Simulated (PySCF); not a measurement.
# Structure elucidation problem

The spectra below were simulated for a compound C₅H₃N₃.

$^{1}$H NMR (400 MHz, computed): δ 10.10 (s, 1H), 9.71 (s, 1H), 3.35 (s, 1H).

$^{13}$C{$^{1}$H} NMR (computed): δ 162.5 (CH), 159.8 (CH), 147.2 (C), 98.6 (CH), 84.3 (C).

No solvent model, one conformer, non-relativistic Hamiltonian. Geometry: GFN2-xTB; NMR shieldings at PBE0/pcSseg-1/GIAO; PySCF 2.14.

Scale: $^{1}$H (σref 31.72), $^{13}$C (σref 186.93) vs TMS (reference shieldings calculated alike).

Task: Which candidate is it?
A. CC(C#N)(C#N)C#N
B. N#CCC(C#N)C#N
C. C#Cc1cnncn1
D. C#Cc1cnnnc1
E. C#Cc1ccnnn1

Result: C. 

- The formula gives 6 degrees of unsaturation (1 ring in the answer).
- 5 carbon signals for 5 carbons: no two carbons are equivalent.
- Carbon types of the structure: 2 × C, 3 × CH, which accounts for all hydrogens.
- δC 159.8: aromatic CH next to a ring nitrogen; the adjacent pyridine-type nitrogen withdraws density from it.
- δC 98.6: terminal alkyne carbon; sp carbons lie upfield of alkene carbons because the cylindrical π system leaves one tensor component strongly shielded.
- δC 84.3: alkyne carbon; sp carbons lie upfield of alkene carbons because the cylindrical π system leaves one tensor component strongly shielded.
- δH 10.10: hydrogen on an aromatic CH between two ring heteroatoms; it sits in the deshielding region of the aromatic ring current.
- δH 9.71: hydrogen on an aromatic CH next to a ring nitrogen; ring current plus the neighbouring ring nitrogen.

The others: C#Cc1ccnnn1 has carbons computed at 152.4, 148.7, 127.4, 98.1, 85.1; N#CCC(C#N)C#N would give 4 carbon signals, not 5; C#Cc1cnnnc1 would give 4 carbon signals, not 5; CC(C#N)(C#N)C#N would give 3 carbon signals, not 5.

Shifts are as computed. Against solution values, carbons near 30 ppm lie about +3 ppm off and those near 130 ppm about +5 ppm. Of 1211 compounds with measured shifts, 218 miss one by over three times the rms of a fit or turn the order of signals round; such compounds aren't used in these exercises. Multiplicities follow the n + 1 count of equivalent neighbours, as no J values were calculated; m marks all less simple cases, F and P coupling included.
